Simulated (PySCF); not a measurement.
# Correlation energy of Se¹⁷⁺ (selenium, charge +17)

[Ne] 3s2 3p5, 2P determinant. All numbers are calculated (PySCF 2.14, no relativity, point nucleus, in an even-tempered Gaussian basis (17 s from 1.4 bohr⁻², ratio 2.5; 11 p from 1.8 bohr⁻², ratio 2.5; 5 d from 10 bohr⁻², ratio 2.7; 4 f from 16 bohr⁻², ratio 2.7)). Frozen: 1s2; 15 electrons correlated; the 18 highest virtual orbitals of each spin left out.

| level | correlation energy (mhartree) |
| --- | --- |
| CCSD | -582.30 |
| (T) | -2.72 |
| CCSD(T) | -585.02 |

Diagnostics: T1 = 0.0016, D1 = 0.0069, largest double amplitude 0.033.

Spin-orbit coupling, absent here, splits the open shell strongly.

Cost of the coupled-cluster step: about 70 core-seconds, for 15 correlated electrons.

At this charge a non-relativistic calculation is a model, useful for the Z dependence of the correlation energy.
